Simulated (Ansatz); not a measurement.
Relaxation of BF2HSi (5 atoms, charge 0, multiplicity 1), to a largest force component of 0.02 eV/Å in at most 40 steps.

Computed with RKS PBE0-D4/def2-SVP (Ansatz 0.2.0).

```xyz
5
Properties=species:S:1:pos:R:3
F -0.646 -0.952 2.094
B 0.136 -0.564 1.116
Si -0.083 0.381 -0.464
F 0.142 -0.515 -1.808
H 0.452 1.650 -0.938
```

Problem. Where does it end, and by what steps?

Solution. The run converged. After 8 steps the energy has fallen by 0.519 eV; Si3 moved furthest, 0.40 Å.

```
step  energy less start (eV)  largest force component (eV/Å)  accepted
   0                  0.0000                           1.879       yes
   1                 -0.3213                           2.015       yes
   2                 -0.4519                           1.552       yes
   3                 -0.3015                           3.032        no
   4                 -0.5092                           0.701       yes
   5                 -0.5173                           0.292       yes
   6                 -0.5191                           0.042       yes
   7                 -0.5194                           0.032       yes
   8                 -0.5194                           0.009       yes
```

```xyz
5
Properties=species:S:1:pos:R:3
F -0.420 -0.898 2.150
B -0.010 -0.441 1.038
Si -0.390 0.397 -0.719
F 0.228 -0.598 -1.873
H 0.593 1.540 -0.595
```

Time of the run: 19 s on 1 CPU thread of a shared host.
